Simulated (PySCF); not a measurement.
C2H3ClFNSi, SMILES C([Si@](N)(Cl)F)#C. Geometry: PBE-D3(BJ)/def2-SVP. The structure was generated by enumeration; whether it is a known compound was not checked. One conformer was computed; it need not be the lowest.

All values below come from PBE-D3(BJ)/def2-SVP run with PySCF.

Harmonic wavenumbers (cm⁻¹): 105, 120, 162, 232, 267, 289, 302, 341, 380, 520, 642, 700, 712, 805, 842, 935, 1472, 2098, 3390, 3510, 3615. Rotational constants (GHz): 2.732, 1.727, 1.505; symmetry number 1.

Question: Work out the zero-point energy and the ideal-gas rigid-rotor harmonic-oscillator thermochemistry at 298.15 K and 1 atm.

Answer: ZPE = ½ Σ hcν = ½ × 21439 cm⁻¹ = 128.23 kJ/mol. H − E(el) = 152.17 kJ/mol. Entropy in J/(mol K): translation 168.82, rotation 118.01, vibration 82.45, total 369.28. G − E(el) = 42.07 kJ/mol. Cp = 122.46 J/(mol K). Modes under 150 cm⁻¹ make the vibrational entropy uncertain.
